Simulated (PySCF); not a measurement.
PBE0 on Nb- (niobium, charge -1), [Kr] 4d4 5s2, high-spin 5D determinant. All numbers are calculated (PySCF 2.14, a scalar-relativistic core potential, in aug-cc-pVTZ-PP with ECP28MDF (6s6p5d3f2g, 88 functions)).

```
cycle= 1 E= -56.6517572521426  delta_E= -0.013  |g|= 0.0235  |ddm|= 1.29
cycle= 2 E= -56.6534519503464  delta_E= -0.00169  |g|= 0.023  |ddm|= 0.359
cycle= 3 E= -56.6539649156043  delta_E= -0.000513  |g|= 0.00599  |ddm|= 0.15
cycle= 4 E= -56.6542165201019  delta_E= -0.000252  |g|= 0.00205  |ddm|= 0.156
cycle= 5 E= -56.6542514559707  delta_E= -3.49e-05  |g|= 0.000322  |ddm|= 0.0715
cycle= 6 E= -56.6542520836235  delta_E= -6.28e-07  |g|= 0.000129  |ddm|= 0.00593
cycle= 7 E= -56.6542521298877  delta_E= -4.63e-08  |g|= 4.18e-05  |ddm|= 0.0017
cycle= 8 E= -56.6542521345631  delta_E= -4.68e-09  |g|= 8.72e-06  |ddm|= 0.000341
cycle= 9 E= -56.6542521350551  delta_E= -4.92e-10  |g|= 1.34e-06  |ddm|= 0.000143
converged SCF energy = -56.6542521350551  <S^2> = 6.0823139  2S+1 = 5.0328179
```

Highest occupied orbital energy: 0.660 eV; ⟨L²⟩ = 6.06; populations by l: s 3.99, p 6.00, d 4.01, f 0.00.

Question: Can this result be used?

Answer: With care. Self-consistency was reached. Energies and moments cover only the electrons outside the core potential. ⟨S²⟩ = 6.08 against 6.00 shows spin contamination. At PBE0 the highest occupied level has a positive energy, so only the finite basis holds that electron; in a semilocal or global hybrid functional this comes from self-interaction and does not mean that the real anion is unbound.
